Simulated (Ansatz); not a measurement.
The cluster TlCl₂ (the lowest doublet isomer of a short search) was relaxed with r2SCAN-D4 (def2-TZVP) in Ansatz in these states: neutral doublet, neutral quartet. The geometries follow in no particular order.

In the def2 sets Tl takes a core potential; there is no spin–orbit coupling.

A:

```xyz
3

Tl   -0.100   -0.296    0.067
Cl   -2.416    0.946   -0.200
Cl    2.517   -0.650    0.133
```

B:

```
atom   x (Å)   y (Å)   z (Å)
 Tl1   0.206   0.452   0.516
 Cl2   2.029  -0.632  -0.752
 Cl3  -2.235   0.179   0.237
```

**Question.** Judge from the bond lengths which geometry belongs to which state (an estimate).

**Answer.** A is the neutral quartet (Tl1–Cl3 2.642 Å, Tl1–Cl2 2.642 Å); B is the neutral doublet (Tl1–Cl3 2.472 Å, Tl1–Cl2 2.472 Å).

At PBE0-D4/def2-TZVP a doublet lies 5.37 eV below the neutral quartet. These are the stationary points nearest to one start from a short search; other shapes may lie lower in each state.
